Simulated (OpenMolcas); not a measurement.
Mo2+ (d4) among equal point charges was computed by CASSCF with the d shell active (OpenMolcas, ANO-RCC-VDZP on the metal). Its lowest spin-free states, and all those of the highest spin:

```tsv
2S+1	Degeneracy	E (cm-1)
5	2	0.0
5	3	6876
3	3	9748
3	2	15129
3	3	15632
3	3	16170
1	3	17284
3	1	17578
3	1	17942
1	2	17981
3	2	20556
1	1	21493
```

**Question.** Is the site octahedral, tetrahedral or cube-like, axial, or of lower symmetry?

**Answer.** The states with 2S+1 = 5 have orbital degeneracies 2, 3. Threefold states need a cubic site. For d4 at this spin an octahedron puts the twofold E below the threefold T2 and a tetrahedron or cube puts the threefold T2 below the twofold E, so the site is octahedral. The first gap at this spin, 6880 cm-1, is |10Dq| in ligand-field theory. The run had Mo2+ among 6 point charges of -0.98 e arranged as an octahedron (Oh), 2.15 Å from the ion.

An orbital doublet at a regular site is open to a Jahn-Teller distortion, which this geometry leaves out. Without dynamic correlation the repulsion within the d shell is too large (B by tens of per cent), so at a given field states of lower spin stand too high. Point charges give a weaker field than real ligands, and real ions of this kind are as a rule low spin; the high spin found here belongs to the model. Point charges carry no covalency, so the field is a model and not that of real ligands. No measured value stands beside these numbers.
